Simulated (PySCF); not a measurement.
SMILES COc1ccc(-c2cccs2)cc1 (C11H10OS), GFN2-xTB optimised geometry.

```
23

C      3.73    -3.29     0.09
O      2.34    -3.44    -0.01
C      1.56    -2.32     0.00
C      0.18    -2.53    -0.11
C     -0.69    -1.47    -0.11
C     -0.23    -0.16     0.00
C     -1.15     0.97     0.00
C     -2.52     0.97     0.00
C     -3.08     2.26     0.00
C     -2.14     3.24     0.00
S     -0.55     2.60     0.00
C      1.14     0.04     0.10
C      2.03    -1.02     0.10
H      4.14    -2.71    -0.75
H      4.14    -4.30     0.06
H      4.02    -2.81     1.03
H     -0.17    -3.55    -0.19
H     -1.75    -1.67    -0.20
H     -3.11     0.07     0.01
H     -4.14     2.44     0.00
H     -2.28     4.30     0.00
H      1.53     1.05     0.19
H      3.09    -0.81     0.19
```

Density from B3LYP/def2-SVP (PySCF) at that geometry.

Minimum of the electron density along straight lines between bonded atoms, close to the bond critical point (lines longer than 1.1 times the sum of covalent radii, or with two minima, are not listed):

```
bond     length / Å  ρ at the minimum / e bohr⁻³  ∇²ρ there / e bohr⁻⁵  position (fraction from the first atom)
-------  ----------  ---------------------------  --------------------  ---------------------------------------
C1–O2         1.407                          ___                   ___                                     0.34
O2–C3         1.361                        0.285                   ___                                     0.67
C3–C4         1.397                        0.312                 -0.82                                     0.52
C4–C5         1.375                        0.318                 -0.82                                     0.50
C5–C6         1.400                        0.305                 -0.77                                     0.50
C6–C7         1.448                        0.279                 -0.68                                     0.49
C7–C8         1.369                        0.320                 -0.80                                     0.51
C8–C9         1.409                        0.300                 -0.75                                     0.50
C9–C10        1.357                        0.326                 -0.84                                     0.49
C7–S11        1.744                        0.208                 -0.43                                     0.47
C10–S11       1.717                        0.218                 -0.48                                     0.47
C6–C12        1.394                        0.309                 -0.78                                     0.50
C3–C13        1.391                        0.312                 -0.80                                     0.52
C12–C13       1.381                        0.314                 -0.81                                     0.50
C1–H14        1.095                        0.281                 -1.06                                     0.64
C1–H15        1.089                        0.285                 -1.11                                     0.64
C1–H16        1.095                        0.281                 -1.06                                     0.64
C4–H17        1.079                        0.284                 -1.09                                     0.63
C5–H18        1.078                        0.286                 -1.09                                     0.63
C8–H19        1.075                        0.285                 -1.08                                     0.63
C9–H20        1.076                        0.284                 -1.09                                     0.63
C10–H21       1.072                        0.286                 -1.12                                     0.64
C12–H22       1.081                        0.284                 -1.08                                     0.63
C13–H23       1.079                        0.283                 -1.07                                     0.63
```

Problem. Fill in the missing entries.

Solution. 
- C1–O2, ρ at the minimum / e bohr⁻³: 0.256
- C1–O2, ∇²ρ there / e bohr⁻⁵: -0.36
- O2–C3, ∇²ρ there / e bohr⁻⁵: -0.31
